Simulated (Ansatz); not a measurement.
Relaxation of H$_{9}$HfN$_{2}$O$_{2}$P (15 atoms, charge 0, multiplicity 1), to a largest force component of 0.03 eV/Å in at most 50 steps.

Theory: RKS PBE/def2-SVP (Ansatz 0.2.0).

```xyz
15
Properties=species:S:1:pos:R:3
Hf 0.430 -0.504 -0.393
O -0.922 -0.111 2.552
H -1.357 -0.909 2.909
N 1.753 -0.213 -1.910
H 1.932 -0.837 -2.713
H 2.391 0.603 -1.965
N -0.239 1.394 -0.006
H -0.288 2.189 -0.670
H -0.809 1.608 0.835
O -0.812 -1.862 -1.043
H -1.694 -2.122 -1.403
P 1.785 -1.453 1.604
H 0.941 -2.620 1.728
H 2.845 -2.159 0.930
H -0.020 -0.137 2.969
```

Question: Where does it end, and by what steps?

Answer: It converged. After 18 steps the energy has fallen by 0.383 eV; H14 moved furthest, 1.40 Å. Joined: Hf1–O2 (3.26 → 2.49 Å).

```csv
step,energy less start (eV),largest force component (eV/Å),accepted
0,0.0000,0.862,yes
1,-0.0746,0.593,yes
2,-0.1335,0.693,yes
3,-0.1791,1.037,yes
4,-0.2244,0.968,yes
5,-0.2547,0.979,yes
6,-0.2980,0.351,yes
7,-0.3130,0.433,yes
8,-0.3283,0.468,yes
9,-0.3323,0.278,yes
10,-0.3449,0.340,yes
11,-0.3684,0.087,yes
12,-0.3670,0.219,no
13,-0.3727,0.302,yes
14,-0.3802,0.054,yes
15,-0.3813,0.095,yes
16,-0.3822,0.065,yes
17,-0.3818,0.075,no
18,-0.3827,0.029,yes
```

```xyz
15
Properties=species:S:1:pos:R:3
Hf 0.257 -0.478 -0.147
O -1.066 -0.417 1.965
H -1.719 -1.144 1.971
N 1.488 -0.485 -1.776
H 1.416 -1.063 -2.621
H 2.364 0.049 -1.839
N 0.034 1.545 0.119
H 0.362 2.294 -0.501
H -0.567 1.959 0.842
O -1.180 -1.705 -0.677
H -2.073 -1.883 -1.005
P 1.822 -1.454 1.838
H 2.063 -2.739 1.231
H 3.085 -0.885 1.450
H -0.348 -0.726 2.574
```

Whether the end is a true minimum wasn't checked by a vibrational analysis.

Time of the run: 55 s on 4 threads of Arm Neoverse V1, on a shared host, peak memory 0.23 GiB.
